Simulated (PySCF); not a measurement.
## Correlation energy of S²⁺ (sulfur, charge +2)

[Ne] 3s2 3p2, high-spin 3P determinant. Computed with PySCF 2.14 in cc-pVTZ-DK (5s4p2d1f, 34 functions), with the spin-free X2C one-electron Hamiltonian (Gaussian nucleus). Frozen: [Ne]; 4 electrons correlated.

MP2 pair energies summed by pair of shells (mhartree):

```json
{"pair": "3s-3p", "energy": "-42.27", "share (%)": "62.8"}
{"pair": "3s-3s", "energy": "-17.97", "share (%)": "26.7"}
{"pair": "3p-3p", "energy": "-7.05", "share (%)": "10.5"}
```

Total MP2 correlation energy: -67.29 mhartree.

Same-spin part -11.15 and opposite-spin part -56.14 mhartree; SCS-MP2 scales them by 1/3 and 6/5 to -71.08 mhartree.

```json
{"level": "CCSD", "correlation energy (mhartree)": "-88.72"}
{"level": "(T)", "correlation energy (mhartree)": "-2.08"}
{"level": "CCSD(T)", "correlation energy (mhartree)": "-90.80"}
```

Diagnostics: T1 = 0.0082, D1 = 0.0209, largest double amplitude 0.104.

Problem. Is a single reference adequate?

Solution. Mostly. T1 lies below 0.03, but a double amplitude of this size points to a near-degeneracy that CCSD handles and MP2 describes poorly.
